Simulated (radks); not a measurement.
All-electron atom: Cs V in [Kr] 4d10 5s2 5p3. Method: Dirac Kohn-Sham, Wu-Cohen GGA, spin-unpolarised, spherical densities, point nucleus; open shells fill j = l - 1/2 first; computed with a radial shooting solver on a logarithmic mesh with Libxc functionals. Some entries of the table are withheld. Estimate them.

orbital,occ.,eigenvalue (hartree),<r> (bohr),r(max) (bohr)
1s1/2,2,-1316.060,0.02611,0.01678
2s1/2,2,-207.7150,(1),0.09504
2p1/2,2,(2),(3),0.07269
2p3/2,4,(4),(5),0.07767
3s1/2,2,-44.44489,0.2988,0.2727
3p1/2,2,-39.35432,0.2887,0.2592
3p3/2,4,-36.87326,0.3005,0.2702
3d3/2,4,-27.91657,(6),0.2185
3d5/2,6,-27.38977,(7),0.2216
4s1/2,2,-9.66265,0.6941,0.6426
4p1/2,2,-7.83411,0.7196,0.6562
4p3/2,4,-7.32523,0.7470,0.6804
4d3/2,4,-4.34709,0.8263,(8)
4d5/2,6,-4.26219,0.8364,(9)
5s1/2,2,-2.42117,1.639,1.503
5p1/2,2,-1.92268,1.811,1.643
5p3/2,1,-1.84254,1.872,1.703

Answer. 
(1) 2s1/2 <r> (bohr): 0.1117
(2) 2p1/2 eigenvalue (hartree): -195.5379
(3) 2p1/2 <r> (bohr): 0.09402
(4) 2p3/2 eigenvalue (hartree): -182.5897
(5) 2p3/2 <r> (bohr): 0.09992
(6) 3d3/2 <r> (bohr): 0.2714
(7) 3d5/2 <r> (bohr): 0.2751
(8) 4d3/2 r(max) (bohr): 0.7151
(9) 4d5/2 r(max) (bohr): 0.7233
